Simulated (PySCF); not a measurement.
C3H8Si, SMILES C1C[SiH2]C1.

Geometry optimised at B3LYP-D3(BJ)/def2-SVP.

Two levels are set side by side: TDDFT-PBE/def2-SVPD (PySCF) and TDDFT-LC-ωPBE/def2-SVPD (PySCF). Vertical, same geometry. The lowest singlet is HOMO→LUMO 99 % with PBE and HOMO→LUMO 86 % with the other functional; states are paired by order. Differences are taken from unrounded values.

| quantity | TDDFT-LC-ωPBE | TDDFT-PBE | TDDFT-PBE minus TDDFT-LC-ωPBE |
|---|---|---|---|
| lowest singlet excitation (eV) | 7.53 | 6.32 | -1.20 |
| lowest triplet excitation (TDA) (eV) | 7.02 | 6.02 | -1.00 |
| first bright state (f over 0.05) (eV) | 8.16 | 6.88 | -1.29 |
| its oscillator strength | 0.08 | 0.05 | -0.02 |

Functionals without exact exchange tend to place singlet excitations lower, as here. Differences between two approximate levels are no errors against the true value.

Rough cost on one machine, each run with all the roots and properties that it gave: TDDFT-LC-ωPBE against TDDFT-PBE about 8 times.
